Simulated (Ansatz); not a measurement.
`C[O][Mo]([NH2])(=[O])=[O]`, relaxed with RKS PBE0-D4/def2-TZVP in Ansatz 0.2.0 from a PBE-D4/def2-SVP geometry. The force threshold is 0.005 eV/Å; the program also tests the step.

Total charge 0; spin multiplicity 1. Mo: def2 effective core potential.

Start:

```xyz
11

C     0.159   -2.017    0.226
O     0.749   -0.747    0.413
Mo    0.532    0.918   -0.430
N    -0.902    1.929    0.399
O     0.102    0.644   -2.058
O     1.982    1.802   -0.275
H    -0.786   -2.100    0.809
H     0.860   -2.799    0.586
H    -0.068   -2.209   -0.847
H    -1.868    1.939    0.056
H    -0.760    2.641    1.123
```

```
step  energy (eV)  largest force (eV/Å)  largest move (Å)
   1  -10603.5424                 1.259             0.000
   2  -10603.6132                 0.314             0.036
   3  -10603.6161                 0.064             0.010
   4  -10603.6162                 0.017             0.003
   5  -10603.6162                 0.008             0.005
   6  -10603.6162                 0.003             0.006
   7  -10603.6162                 0.002             0.006
```

End:

```xyz
11

C     0.153   -1.994    0.222
O     0.751   -0.738    0.431
Mo    0.529    0.901   -0.420
N    -0.901    1.898    0.403
O     0.109    0.620   -2.025
O     1.956    1.781   -0.281
H    -0.770   -2.073    0.805
H     0.847   -2.770    0.555
H    -0.078   -2.152   -0.836
H    -1.844    1.916    0.045
H    -0.753    2.611    1.101
```

It took 34 s on 4 threads of an Arm Neoverse V2 on a shared host, with 0.63 GiB of host memory at the peak.
